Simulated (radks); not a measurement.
Fractional charge and spin in the 4p shell of niobium: the spin-up occupation runs from 2 to 3 and the spin-down occupation from 2 to 3; the fullest corner is Nb2+, [Ar] 3d10 4s2 4d(up 1.5, down 1.5) 4p(up 3, down 3). All-electron calculation, scalar-relativistic Kohn-Sham, BLYP, spin-polarised, spherical densities, point nucleus. Program: a radial shooting solver on a logarithmic mesh with Libxc functionals. Energy (eV) minus the two flat planes that join the four corners (they meet along the diagonal where the two added fractions sum to one electron); zero is where a piecewise linear energy would lie.

\begin{tabular}{lrrrrr}
down \ up & 2 & 2.25 & 2.5 & 2.75 & 3 \\ \hline
2 & 0.000 & -1.429 & -1.896 & -1.415 & 0.000 \\
2.25 & -1.429 & -1.826 & -1.278 & 0.201 & -1.318 \\
2.5 & -1.896 & -1.278 & 0.267 & -1.186 & -1.744 \\
2.75 & -1.415 & 0.201 & -1.186 & -1.680 & -1.298 \\
3 & 0.000 & -1.318 & -1.744 & -1.298 & 0.000 \\
\end{tabular}

Corners above the fullest one (they belong to Nb3+ and the next ion): (up 3, down 2) 58.594 eV, (up 2, down 3) 58.594 eV, (up 2, down 2) 132.84 eV. With half an added electron in each spin the energy lies 0.267 eV from the planes, and with half an added electron in spin up alone -1.896 eV. The planes are only a guide here: the flat-plane condition holds for ground states with one frontier orbital, while this shell lies below other occupied shells, so the corners above the fullest one are inner-hole states and not the ground states of those ions.
